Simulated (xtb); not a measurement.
xtb input:

```bash
xtb mol.xyz --gfnff --opt tight --chrg 0 --uhf 0
```
mol.xyz:
```
17

C     -1.28869115    -1.21022987    -2.15036105
Si    -1.27523789    -0.28456783    -0.51617551
C     -1.64516375    -1.43767383     0.91660385
C     -2.47137283     1.16321643    -0.54557286
Si     0.88498488     0.55132593    -0.16067258
Cl     2.22241263    -1.03717789    -0.09068317
Cl     0.93617405     1.53926442     1.66642456
H     -0.55664050    -2.01973448    -2.14799843
H     -1.05764975    -0.54874951    -2.98760969
H     -2.27388885    -1.64738268    -2.33206479
H     -0.92694165    -2.25845296     0.95471689
H     -2.64515945    -1.86662365     0.81427479
H     -1.60037074    -0.90647686     1.86885560
H     -3.49694125     0.80707686    -0.67249203
H     -2.25184941     1.84776409    -1.36723489
H     -2.42467406     1.72901091     0.38657854
H      1.43305058     1.50160746    -1.15277596
```

**Question.** Which total energy does the run end on?

**Answer.** -2.01825 Eh (GFN-FF).
